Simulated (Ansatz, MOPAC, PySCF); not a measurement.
Complex: HF (SMILES F) (first 2 atoms) with H2 (SMILES [H][H]); geometry from B3LYP-D3(BJ)/def2-TZVP.
(charge 0, multiplicity 1):
```xyz
4

F      0.0691     0.0916    -0.1267
H      0.1090     0.0822     0.7990
H      0.5677     0.0801     2.7175
H     -0.1769     0.0417     2.7504
```

Interaction energies are E(AB) − E(A) − E(B) at the monomers' geometry in the complex; basis-set methods are counterpoise corrected. Rows marked so take none.

Frozen-core correlation. CBS: X⁻³ extrapolation of the correlation energy, Hartree–Fock from the larger set. Rows in 6-31G*, STO-3G carry no dispersion term and start afresh at each structure (6-31G* with six Cartesian d functions). The state that PM3, PM6, PM7 reach isn't checked; PM7 holds dispersion and hydrogen-bond terms.

The values were computed with Ansatz (an electronic-structure program); MOPAC for PM3, PM6, PM7 (differences of heats of formation); PySCF for 6-31G* rows, STO-3G rows, the dispersion terms. Each number belongs to the level named beside it.

Other levels give for the interaction energy: PBE/def2-TZVPPD -1.42; B3LYP/def2-TZVPPD -0.95; B3LYP-D3(BJ)/def2-TZVPPD -1.26; wB97M-V/def2-TZVPPD -1.09; CCSD(T)/CBS(aug-cc-pVTZ, aug-cc-pVQZ) -1.08 kcal/mol.

Common cheap choices:

| level | interaction energy (kcal/mol) | less -1.08 (CCSD(T)/CBS(aug-cc-pVTZ, aug-cc-pVQZ)) |
|---|---|---|
| PM3 | -2.07 | -1.00 |
| PM6 | -0.72 | 0.35 |
| PM7 | -0.59 | 0.49 |
| HF/STO-3G (no counterpoise) | 2.05 | 3.13 |
| HF/6-31G* | 0.76 | 1.84 |
| BP86/6-31G* (no counterpoise) | 0.12 | 1.19 |
| B3LYP/6-31G* (no counterpoise) | -0.38 | 0.70 |
| M06-2X/6-31G* (no counterpoise) | -0.27 | 0.81 |
